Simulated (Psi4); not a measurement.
A dimer, CO ··· H3N (SMILES [C-]#[O+] and N), singlet; the first 2 atoms form monomer A.

```
6

C      0.5625     0.0000     0.0000
O     -0.5625     0.0000     0.0000
N      1.6471    -1.4962     2.4907
H      2.2195    -2.2843     2.2102
H      2.2281    -0.8866     3.0546
H      0.9135    -1.8546     3.0913
```

Q: What interaction energy does SAPT0/jun-cc-pVDZ, frozen core run with Psi4 1.11 give, and which attractive term is the largest?

A: Total -0.58 kcal/mol: electrostatics -2.18, exchange 3.25, induction -0.79, dispersion -0.86. The most attractive term is electrostatics.
